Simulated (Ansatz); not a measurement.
GeO2. Total charge 0; quintet. Geometry PBE0-D4/def2-TZVP; atoms count from 1.

```csv
atom,x (Å),y (Å),z (Å)
Ge1,0.117,-0.360,0.514
O2,0.278,1.503,0.592
O3,-0.395,-1.143,-1.107
```

At PBE0-D4/def2-TZVP a singlet of charge 0 lies 5.23 eV below the quintet, each at its own geometry. The structure comes from a short search, and lower isomers may exist.

(1) Estimate the Mulliken populations from the PBE0/def2-TZVP orbitals of Ansatz.

(2) Where does the spin sit?

(3) And the Mayer bond orders between bonded heavy atoms (over 0.3)?

Answers

(1) 
```json
{"atom": "Ge1", "charge (e)": "0.45", "spin (α − β)": "1.53"}
{"atom": "O2", "charge (e)": "-0.22", "spin (α − β)": "1.24"}
{"atom": "O3", "charge (e)": "-0.22", "spin (α − β)": "1.24"}
```
Mulliken values and Mayer orders depend strongly on the basis.

(2) Summed by element: Ge 1.53, O 2.47, of 4 unpaired in all. Largest on single atoms: Ge1 1.53, O2 1.24, O3 1.24.

(3) Ge1–O2 0.95 (1.87 Å); Ge1–O3 0.95 (1.87 Å).
